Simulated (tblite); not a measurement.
Compound: C7H7BF2.
Geometry (GFN2-xTB, Å), atoms numbered from 1 in this order:
```
atom  x, y, z in Å
F1    -3.006   -0.770    0.832
C2    -2.485    0.160   -0.014
F3    -2.947   -0.172   -1.250
C4    -0.968    0.142    0.022
C5    -0.314    1.286    0.371
B6     1.188    1.543    0.475
C7     2.244    0.482    0.184
C8     2.078   -0.818   -0.193
C9     0.876   -1.526   -0.418
C10   -0.423   -1.119   -0.328
H11   -2.923    1.133    0.252
H12   -0.968    2.124    0.598
H13    1.542    2.616    0.794
H14    3.283    0.782    0.287
H15    2.970   -1.417   -0.350
H16    1.013   -2.561   -0.712
H17   -1.167   -1.872   -0.560
```

Computed values, GFN2-xTB/tblite, gas phase, harmonic and unscaled. Against measured fundamentals such values can be off by several per cent, at times by over 20. Modes of hydrogen on boron can be 10 to 20 % off. One conformer, not necessarily the lowest.

Harmonic wavenumbers (cm⁻¹): 36.3, 60.0, 157.1, 191.9, 192.8, 297.2, 341.6, 398.3, 440.7, 470.8, 561.5, 573.1, 678.6, 726.0, 780.7, 788.3, 831.4, 867.1, 885.9, 912.4, 944.4, 976.5, 980.5, 1000.5, 1051.8, 1091.2, 1140.5, 1246.6, 1258.8, 1269.6, 1281.8, 1308.3, 1350.2, 1397.7, 1461.9, 1479.6, 1587.1, 1609.1, 2612.3, 2901.4, 3005.5, 3012.9, 3024.6, 3041.5, 3055.0.

A = 2728, B = 851.1, C = 732.5 MHz; mass 140.061 u (most abundant isotopes); point group Cs, symmetry number 1.

Question: Zero-point energy?

Answer: ½Σν̃ = 26640 cm⁻¹ = 76.17 kcal/mol.

Question: Give the ideal-gas entropy at 200 K and 1 bar in the rigid-rotor, harmonic-oscillator model (classical rotation).

Answer: Translation 38.76, rotation 28.44, vibration 16.54: S = 83.7 cal/(mol K).

Question: And Cp and H(200 K) − H(0)?

Answer: Cp = 25.94 cal/(mol K), of which vibrations give 17.99 (their classical limit is 45 R = 89.4); H(200 K) − H(0) = 3.35 kcal/mol without the zero-point energy, 1.76 from vibrations.

Question: Which modes carry the vibrational entropy at 200 K?

Answer: 36.3 cm⁻¹: 4.66; 60.0 cm⁻¹: 3.67; 157.1 cm⁻¹: 1.85; 191.9 cm⁻¹: 1.50; 192.8 cm⁻¹: 1.49; 297.2 cm⁻¹: 0.82 cal/(mol K); the other 39 give 2.56 together.

Question: How do the functions run with temperature in this model?

Answer: 
```
 T (K)  S (cal/(mol K))  Cp (cal/(mol K))  H − H(0) (kcal/mol)  G − H(0) (kcal/mol)  ln q(vib)
   150             77.0              21.2                 2.17                -9.38       2.80
   250             90.1              31.1                 4.77               -17.75       5.02
298.15             96.0              36.1                 6.39               -22.23       6.10
   400            108.0              46.1                10.58               -32.62       8.45
   600            129.7              60.8                21.38               -56.44      13.13
   900            157.1              73.8                41.75               -99.60      19.86
```

q(vib) and H(0) count from the zero-point level.

Hindered rotation and anharmonicity are outside this model. Other conformers, if any are populated, would add a mixing term that is left out.
